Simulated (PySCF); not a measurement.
PySCF input file for Zn(SeH)(SiH3) (H4SeSiZn), SMILES [SeH][Zn][SiH3], C-PCM-PBE0/def2-SVP. Geometry optimised at B3LYP-D3(BJ)/def2-SVP. The values are those of a single conformer.

```python
import numpy as np
from pyscf import gto, scf, dft
from pyscf.solvent import pcm

mol = gto.M(
    atom='''
    Zn   -0.16803515   -0.29936637    0.33592761
    Se    0.57531629    1.16091748   -1.31478709
    H     1.95378122    1.05326645   -0.79064110
    Si   -0.93843445   -1.79477660    2.01547398
    H    -1.85228936   -2.83170641    1.44425000
    H    -1.68769640   -1.07527624    3.09118907
    H     0.20458736   -2.50961469    2.66349899
    ''',
    basis='def2-SVP',
    charge=0,
    spin=0,
    max_memory=1600,
    verbose=3,
)
mf = dft.RKS(mol, xc='pbe0').density_fit(auxbasis='def2-universal-jkfit')
mf.grids.level = 3
mf.conv_tol = 1e-9
mf.max_cycle = 100
mf.kernel()
res = {}
for name, eps in {'water': 78.355, 'methanol': 32.613, 'tetrahydrofuran': 7.4257}.items():
    s = mf.PCM()
    s.with_solvent.method, s.with_solvent.eps, s.with_solvent.lebedev_order = 'C-PCM', eps, 29
    s.kernel(mf.make_rdm1())
    res[name] = (s.e_tot, eps, s.dip_moment(), s.mo_energy, s.converged)
    print(f'{name}: electrostatic solvation free energy {(s.e_tot - mf.e_tot) * 627.509474:.3f} kcal/mol')
```

Program output:

```
converged SCF energy = -4471.57827293697

WARN: PCM is an experimental feature. It is still in testing.
Features and APIs may be changed in the future.

converged SCF energy = -4471.59824088974
Dipole moment(X, Y, Z, Debye):  0.26585, -0.99342,  1.35400
water: electrostatic solvation free energy -12.530 kcal/mol

WARN: PCM is an experimental feature. It is still in testing.
Features and APIs may be changed in the future.

converged SCF energy = -4471.59776748037
Dipole moment(X, Y, Z, Debye):  0.26265, -0.98748,  1.34537
methanol: electrostatic solvation free energy -12.233 kcal/mol

WARN: PCM is an experimental feature. It is still in testing.
Features and APIs may be changed in the future.

converged SCF energy = -4471.59512413318
Dipole moment(X, Y, Z, Debye):  0.24574, -0.95342,  1.29632
tetrahydrofuran: electrostatic solvation free energy -10.574 kcal/mol
```

The calculation finished and met its thresholds.

Cost: very roughly 60 core-seconds.
